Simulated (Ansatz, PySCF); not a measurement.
C₃H₃F₄, SMILES F[CH]CC(F)(F)F, multiplicity 2. Atoms are numbered in the order given.

```xyz
10

F      2.1286    -0.6856    -0.8601
C      1.7495    -0.0394     0.2473
C      0.4379    -0.4296     0.8208
C     -0.7704     0.1397     0.0832
F     -0.8071    -0.2669    -1.1936
F     -1.9158    -0.2459     0.6692
F     -0.7485     1.4845     0.0803
H      2.1754     0.9637     0.3460
H      0.3319    -1.5266     0.8179
H      0.3684    -0.0810     1.8628
```
Charge 0, spin multiplicity 2.

Coordinates come from a B3LYP-D3(BJ)/def2-SVP optimisation. The isomer is the one that the SMILES or the coordinates give; other isomers of the formula were not compared. Other conformers were not sampled.

Two levels are set side by side: PBE-D3(BJ)/def2-SVP (Ansatz, a quantum-chemistry and plane-wave program) and B3LYP-D3(BJ)/def2-SVP (Ansatz). Each level has its own optimised geometry; the coordinates shown are those of the second. Frequencies come from the Hessian of PySCF at each geometry. Differences are taken from unrounded values.

```tsv
quantity	B3LYP-D3(BJ)
mean bond length (Å)	1.297
bond F1–C2 (Å)	1.337
bond C2–C3 (Å)	1.484
bond C3–C4 (Å)	1.526
bond C4–F5 (Å)	1.340
bond C4–F6 (Å)	1.343
bond C4–F7 (Å)	1.345
bond C2–H8 (Å)	1.094
bond C3–H9 (Å)	1.102
bond C3–H10 (Å)	1.101
highest harmonic wavenumber (cm⁻¹)	3191
mean harmonic wavenumber (cm⁻¹)	1095
zero-point energy (kcal/mol)	37.57
```

**Question.** What does PBE-D3(BJ) give, and how far is it from B3LYP-D3(BJ)? (An estimate is asked for; the answer gives what the named calculation found.)

**Answer.** 
```json
[
 {"quantity": "mean bond length (Å)", "PBE-D3(BJ)": "1.304", "PBE-D3(BJ) minus B3LYP-D3(BJ)": "0.008"},
 {"quantity": "bond F1–C2 (Å)", "PBE-D3(BJ)": "1.344", "PBE-D3(BJ) minus B3LYP-D3(BJ)": "0.007"},
 {"quantity": "bond C2–C3 (Å)", "PBE-D3(BJ)": "1.484", "PBE-D3(BJ) minus B3LYP-D3(BJ)": "0.000"},
 {"quantity": "bond C3–C4 (Å)", "PBE-D3(BJ)": "1.532", "PBE-D3(BJ) minus B3LYP-D3(BJ)": "0.006"},
 {"quantity": "bond C4–F5 (Å)", "PBE-D3(BJ)": "1.350", "PBE-D3(BJ) minus B3LYP-D3(BJ)": "0.010"},
 {"quantity": "bond C4–F6 (Å)", "PBE-D3(BJ)": "1.354", "PBE-D3(BJ) minus B3LYP-D3(BJ)": "0.010"},
 {"quantity": "bond C4–F7 (Å)", "PBE-D3(BJ)": "1.354", "PBE-D3(BJ) minus B3LYP-D3(BJ)": "0.010"},
 {"quantity": "bond C2–H8 (Å)", "PBE-D3(BJ)": "1.103", "PBE-D3(BJ) minus B3LYP-D3(BJ)": "0.009"},
 {"quantity": "bond C3–H9 (Å)", "PBE-D3(BJ)": "1.110", "PBE-D3(BJ) minus B3LYP-D3(BJ)": "0.008"},
 {"quantity": "bond C3–H10 (Å)", "PBE-D3(BJ)": "1.109", "PBE-D3(BJ) minus B3LYP-D3(BJ)": "0.008"},
 {"quantity": "highest harmonic wavenumber (cm⁻¹)", "PBE-D3(BJ)": "3121", "PBE-D3(BJ) minus B3LYP-D3(BJ)": "-70"},
 {"quantity": "mean harmonic wavenumber (cm⁻¹)", "PBE-D3(BJ)": "1062", "PBE-D3(BJ) minus B3LYP-D3(BJ)": "-33"},
 {"quantity": "zero-point energy (kcal/mol)", "PBE-D3(BJ)": "36.43", "PBE-D3(BJ) minus B3LYP-D3(BJ)": "-1.14"}
]
```

GGA bonds tend to be longer and softer than those of functionals with exact exchange. Differences between two approximate levels are no errors against the true value.
